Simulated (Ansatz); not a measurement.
Calculated with Ansatz (gas phase, PBE0-D4/def2-TZVP geometries, no zero-point term in ΔE). CBS: MP2 limit from def2 TZ/QZ plus the TZ coupled-cluster correction, frozen cores. This one scheme is used for every species. One conformer a species, not always the lowest.

Consider the silylene formation by 1,1-elimination: `C[SiH2]N[SiH](O)O` → `CN[SiH](O)O` + `[SiH2]`.

`C[SiH2]N[SiH](O)O`:

Z-matrix (Å, degrees):
```
C
Si 1 1.866
H 1 1.093 2 110.5
H 1 1.093 2 111.1 3 120.2
H 1 1.093 2 111.0 3 -119.5
N 2 1.732 1 112.0 3 179.0
H 2 1.491 1 108.3 3 56.7
H 2 1.486 1 110.5 3 -62.3
Si 6 1.706 2 129.7 1 124.0
H 6 1.013 2 115.3 1 -64.4
O 9 1.647 6 113.9 2 -126.3
O 9 1.637 6 109.6 2 117.9
H 9 1.481 6 106.5 2 -4.2
H 11 0.958 9 117.3 6 61.0
H 12 0.959 9 116.0 6 148.5
```

`CN[SiH](O)O`:

```xyz
12

C    -0.221   -0.086   -1.695
N     0.662   -0.358   -0.580
Si    0.278   -0.130    1.056
O    -0.049    1.444    1.422
O    -1.102   -0.905    1.484
H    -0.736   -0.982   -2.058
H    -0.988    0.628   -1.388
H     0.322    0.362   -2.534
H     1.431   -0.971   -0.798
H     1.450   -0.639    1.808
H     0.616    2.087    1.172
H    -1.664   -0.448    2.112
```

`[SiH2]`:

Z-matrix (Å, degrees):
```
Si
H 1 1.525
H 1 1.525 2 91.2
```

```
         level  ΔE (eV)
MP2/def2-QZVPP     4.13
 MP2/CBS(def2)     4.17
```

(1) What does CCSD(T)/CBS give? (An estimate is asked.)

Largest T1 diagnostic among the species: 0.014.

Results:

(1) The calculation gave: +3.90 eV. The listed levels differ from it by 0.23, 0.27 eV.

In def2-TZVPP, CCSD(T) changes the Hartree–Fock value by +0.13 eV (the triples alone add +0.04 eV) and MP2 by +0.40 eV. From PBE to PBE0 (25 % exact exchange), in def2-TZVPP and without D4, ΔE moves by +0.14 eV.
